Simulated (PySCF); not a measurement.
Isomers C7H4Cl2O:

A. SMILES O=C(Cl)c1ccc(Cl)cc1
B. 2-chlorobenzoyl chloride (O=C(Cl)c1ccccc1Cl)
C. SMILES O=C(Cl)c1cccc(Cl)c1

Spectrum 1. ¹H NMR (400 MHz, computed): δ 9.00 (d, 1H), 7.83 (m, 1H), 7.76 (m, 1H), 7.64 (m, 1H). ¹³C{¹H} NMR (computed): δ 172.2 (C), 152.0 (C), 144.4 (CH), 141.3 (CH), 138.0 (CH), 132.0 (C), 131.7 (CH).

Spectrum 2. ¹H NMR (400 MHz, computed): δ 8.56 (d, 2H), 7.73 (d, 2H). ¹³C{¹H} NMR (computed): δ 175.7 (C), 155.4 (C), 140.5 (CH), 135.2 (CH), 134.2 (C).

Spectrum 3. ¹H NMR (400 MHz, computed): δ 8.70 (s, 1H), 8.32 (d, 1H), 7.89 (m, 1H), 7.74 (m, 1H). ¹³C{¹H} NMR (computed): δ 176.2 (C), 146.9 (C), 142.5 (CH), 141.4 (CH), 137.8 (C), 135.5 (CH), 135.1 (CH).

All values are calculated (PySCF): shieldings: GIAO PBE0/pcSseg-1, geometry from GFN2-xTB. One computed conformer, non-relativistic Hamiltonian, isolated molecule, rapidly exchanging positions averaged.

Scale: ¹H and ¹³C against TMS (reference shieldings calculated alike). Where no couplings were computed, multiplicities follow the n + 1 count of equivalent neighbours, and m marks all less simple cases (inequivalent or close neighbours, rings, F or P nearby). Shifts are as computed. Against solution values, carbons near 30 ppm lie about +3 ppm off and those near 130 ppm about +5 ppm; carbons on Cl a further +6 ppm. Of 1211 compounds with measured shifts, 218 miss one by over three times the rms of a fit or turn the order of signals round; such compounds aren't used in these exercises. Carbons bonded to Cl come out too deshielded.

Problem. Which spectrum belongs to which compound?

Solution. 1–B, 2–A, 3–C.

- Spectrum 1 (B): 7 ¹³C signals; δC 138.0 is an aromatic CH; δC 131.7 is an aromatic CH.
- Spectrum 2 (A): 5 ¹³C signals; δC 135.2 is an aromatic CH; δH 8.56 is the hydrogen on an aromatic CH.
- Spectrum 3 (C): 7 ¹³C signals; δC 135.5 is an aromatic CH; δC 135.1 is an aromatic CH.
